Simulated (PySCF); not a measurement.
B3LYP has the VWN-RPA correlation part, as in Gaussian. 

Cartesian coordinates (Å):
SMILES: CO[C]=O
```xyz
7

C     -0.7576     0.0080    -0.0382
O      0.3697     0.9326     0.0950
C      1.5623     0.3880     0.1159
O      1.9023    -0.7461     0.0433
H     -1.6433     0.6344    -0.0358
H     -0.6669    -0.5405    -0.9736
H     -0.7616    -0.6814     0.8037
```
Charge 0, spin multiplicity 2.

Problem. What total energy, dipole moment and highest occupied spin orbital does PySCF with B3LYP-D3(BJ)/def2-TZVP give?

Solution. 
```yaml
total_energy: -228.5045 Ha
dipole_moment: 2.75 D
highest_occupied_spin_orbital: -6.54 eV
```
